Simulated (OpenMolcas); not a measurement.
Co3+: moving or changing the point charges

Co3+ among 4 point charges of -1.5 e arranged as a tetrahedron (Td), 2.02 Å from the ion.
```
   1.1662    1.1662    1.1662  -1.50
   1.1662   -1.1662   -1.1662  -1.50
  -1.1662    1.1662   -1.1662  -1.50
  -1.1662   -1.1662    1.1662  -1.50
```

| Quantity | Value |
| --- | --- |
| Program | OpenMolcas |
| Method | CASSCF |
| Basis | ANO-RCC-VDZP [5s4p2d1f] |
| Scalar Hamiltonian | DKH2, point nucleus |
| Active space | 6 electrons in 5 orbitals (3d) |
| State averaging | 2S+1 = 5 even, 5 roots; 2S+1 = 3 even, 45 roots; 2S+1 = 1 even, 50 roots |
| Spin-orbit coupling | state interaction with AMFI integrals over the reference wave functions |

Runs around this geometry, states (labels of Td). Energies in cm-1 above the lowest state or level, χT in cm3 K/mol.

| R (Å) | q (e) | Ground state | First state of that spin | First gap with spin-orbit (degeneracies) | χT at 300 K | First state of another spin |
| --- | --- | --- | --- | --- | --- | --- |
| 2.02 | -0.75 | 5E | 5T2 575.4 | 37.2 (1, 3) | 5.300 | 3T1 25555 |
| 1.83 | -1.5 | 5E | 5T2 1641 | 46.6 (1, 3) | 4.340 | 3T1 25352 |
| 2.02 | -1.5 | 5E | 5T2 1078 | 46.5 (1, 3) | 4.787 | 3T1 25498 |
| 2.25 | -1.5 | 5E | 5T2 666.8 | 40.0 (1, 3) | 5.207 | 3T1 25553 |

Taking the first state of the same spin as R^-n, n = -ln(666.8 / 1641) / ln(2.25 / 1.83) = 4.4 between the shortest and longest distance.

Scaling the charges by -0.75 / -1.5 = 0.50 scales the first state of the same spin by 575.4 / 1078 = 0.53; with fixed orbitals a first-order splitting would follow the charge.

An orbital doublet at a regular site is open to a Jahn-Teller distortion, which this geometry leaves out. Without dynamic correlation the repulsion within the d shell is too large (B by tens of per cent), so at a given field states of lower spin stand too high. The ground term spreads over less than 5000 cm-1, several times less than with real ligands, so orbital moments are less quenched and χT lies further from the spin-only value than at real sites. Point charges carry no covalency, so the field is a model and not that of real ligands. No measured value stands beside these numbers.
